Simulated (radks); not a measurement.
The nuclear charge of neutral beryllium is varied continuously with 4 electrons held in [He] 2s2. Method: Dirac Kohn-Sham, LDA (Slater exchange, Perdew-Wang correlation), spin-unpolarised, spherical densities, finite nucleus; Fermi nuclear charge, rms radius 2.519 fm; computed with a radial shooting solver on a logarithmic mesh with Libxc functionals. By the Hellmann-Feynman theorem dE/dZ = E(electron-nucleus)/Z, the electronic potential at the nucleus (averaged over a nucleus of fixed radius).

| Z | E (hartree) | E(electron-nucleus)/Z (hartree) | HOMO | e(HOMO) (eV) | <r> HOMO (bohr) |
|---|---|---|---|---|---|
| 3.8 | -12.83108 | -7.84002 | 2s1/2 | -3.693 | 2.901 |
| 4 | -14.44930 | -8.34213 | 2s1/2 | -5.600 | 2.619 |
| 4.2 | -16.16790 | -8.84376 | 2s1/2 | -7.797 | 2.392 |
| 4.4 | -17.98679 | -9.34509 | 2s1/2 | -10.279 | 2.203 |
| 4.6 | -19.90592 | -9.84622 | 2s1/2 | -13.043 | 2.043 |
| 4.8 | -21.92527 | -10.3472 | 2s1/2 | -16.088 | 1.906 |
| 5 | -24.04481 | -10.8482 | 2s1/2 | -19.411 | 1.787 |

The central difference of E at Z = 4 is -8.342 hartree, to compare with the third column; the second derivative is -2.51 hartree.
